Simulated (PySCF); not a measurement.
C6H4F2, SMILES FC=C=C[C@H](C#C)F.

The structure is a stationary point at PBE0-D3(BJ)/def2-SVP. The structure was generated by enumeration; whether it is a known compound was not checked. One conformer was computed; it need not be the lowest.

All values below come from CAM-B3LYP/def2-TZVP run with PySCF.

Gas-phase values at a fixed geometry.

```
Property                                                                                                       Value
---------------------------------------------------------------------------------------------  ---------------------
total energy                                                                                      -430.56916 hartree
highest occupied level                                                                                      -8.94 eV
lowest empty level                                                                                           0.35 eV
orbital gap                                                                                                  9.30 eV
dipole moment                                                                                                 2.64 D
quadrupole, principal values (traceless, Buckingham form, about the centre of nuclear charge)  -6.41, 0.80, 5.60 D·Å
```
